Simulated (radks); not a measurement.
Problem. Sb-, 52 electrons, occupied as [Kr] 4d10 5s2 5p4. Calculated with a radial shooting solver on a logarithmic mesh with Libxc functionals: scalar-relativistic Kohn-Sham, LDA (Slater exchange, VWN5 correlation), spin-polarised, spherical densities, finite nucleus; open shells are filled with parallel spins first (spin-orbit coupling, left out, can overturn this in heavy ions); Fermi nuclear charge, rms radius 4.6802 fm; hard spherical wall at 12 bohr. Some entries of the table are withheld. Estimate them.

| orbital | occ. | eigenvalue (hartree) | <1/r> (bohr^-1) | <r> (bohr) |
|---|---|---|---|---|
| 1s up | 1 | -1112.105 | 54.26 | 0.02845 |
| 1s down | 1 | -1112.104 | 54.26 | 0.02845 |
| 2s up | 1 | -169.0548 | 12.40 | 0.1227 |
| 2s down | 1 | -169.0542 | 12.40 | 0.1227 |
| 2p up | 3 | -151.8416 | 11.91 | 0.1072 |
| 2p down | 3 | -151.8405 | 11.91 | 0.1072 |
| 3s up | 1 | -32.92372 | 4.415 | 0.3311 |
| 3s down | 1 | -32.92250 | 4.415 | 0.3311 |
| 3p up | 3 | -27.31097 | 4.205 | 0.3292 |
| 3p down | 3 | -27.30964 | 4.205 | 0.3292 |
| 3d up | 5 | -18.71757 | 3.975 | 0.3057 |
| 3d down | 5 | -18.71634 | 3.975 | 0.3056 |
| 4s up | 1 | -5.20818 | 1.762 | 0.7908 |
| 4s down | 1 | -5.20551 | 1.762 | 0.7907 |
| 4p up | 3 | -3.48561 | 1.604 | 0.8527 |
| 4p down | 3 | -3.48254 | 1.604 | 0.8522 |
| 4d up | 5 | -0.98664 | 1.292 | 1.034 |
| 4d down | 5 | -0.98050 | 1.295 | 1.030 |
| 5s up | 1 | -0.25791 | 0.5737 | 2.267 |
| 5s down | 1 | -0.22532 | 0.5769 | 2.263 |
| 5p up | 3 | 0.02064 | 0.4062 | 3.240 |
| 5p down | 1 | 0.05134 | 0.3900 | 3.438 |
| 6s up | 0 | 0.11912 | 0.1698 | 6.961 |
| 6s down | 0 | 0.12582 | 0.1646 | 7.111 |
| 5d up | 0 | 0.17420 | 0.1534 | 7.225 |
| 5d down | 0 | 0.18058 | 0.1470 | 7.432 |
| 4f up | 0 | 0.23604 | (1) | (2) |
| 4f down | 0 | 0.23943 | (3) | (4) |

Solution. 
(1) 4f up <1/r> (bohr^-1): 0.1301
(2) 4f up <r> (bohr): 8.069
(3) 4f down <1/r> (bohr^-1): 0.1285
(4) 4f down <r> (bohr): 8.140
